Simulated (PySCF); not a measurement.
## Radial density of Sc⁺ (scandium, charge +1)

UHF, [Ar] 3d2, high-spin 3F determinant (an excited configuration). Calculation: PySCF 2.14, in x2c-QZVPPall with one added diffuse shell each of s, p, d, f, g type (12s8p6d4f3g, 121 functions); scalar relativity by spin-free X2C-1e.

| r (bohr) | 4πr²ρ (e/bohr) | 4πr²(ρα − ρβ) |
| --- | --- | --- |
| 0.00121 | 0.1389 | 0.0000 |
| 0.00203 | 0.3620 | 0.0000 |
| 0.00342 | 0.9235 | -0.0001 |
| 0.00574 | 2.272 | -0.0002 |
| 0.00966 | 5.258 | -0.0005 |
| 0.0163 | 10.95 | -0.0010 |
| 0.0273 | 19.06 | -0.0018 |
| 0.0460 | 24.74 | -0.0027 |
| 0.0773 | 21.55 | -0.0046 |
| 0.130 | 18.61 | -0.0094 |
| 0.219 | 25.96 | 0.0109 |
| 0.368 | 17.66 | 0.1595 |
| 0.619 | 6.868 | 0.5223 |
| 1.04 | 8.903 | 0.9264 |
| 1.75 | 3.101 | 0.8143 |
| 2.95 | 0.3958 | 0.3077 |
| 4.96 | 0.03231 | 0.0322 |
| 8.34 | 0.0002192 | 0.0002 |

Densities and radii are taken from the X2C orbitals without a picture-change correction, which distorts them close to the nucleus.

Q: Where is the radial spin density 4πr²(ρα − ρβ) most negative, and why is it negative at all?

A: Around r = 0.130 bohr, down to -0.0094 e/bohr: exchange with the open shell polarises the paired shells in an unrestricted calculation.
